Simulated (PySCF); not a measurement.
AsBH4, SMILES B[AsH2].

Geometry: r2SCAN-D4/def2-TZVP.

All values below come from B3LYP/def2-TZVPD run with PySCF.

Isolated molecule, no solvent.

```
Property                                                                                                        Value
---------------------------------------------------------------------------------------------  ----------------------
total energy                                                                                      -2263.15549 hartree
point group                                                                                                        Cs
highest occupied level                                                                                       -7.22 eV
lowest empty level                                                                                           -2.17 eV
orbital gap                                                                                                   5.06 eV
dipole moment                                                                                                  0.42 D
quadrupole, principal values (traceless, Buckingham form, about the centre of nuclear charge)   -1.95, 0.88, 1.07 D·Å
mean static polarisability                                                                       51.2 bohr³ (7.58 Å³)
polarisability, principal values                                                               43.3, 46.3, 63.9 bohr³
```
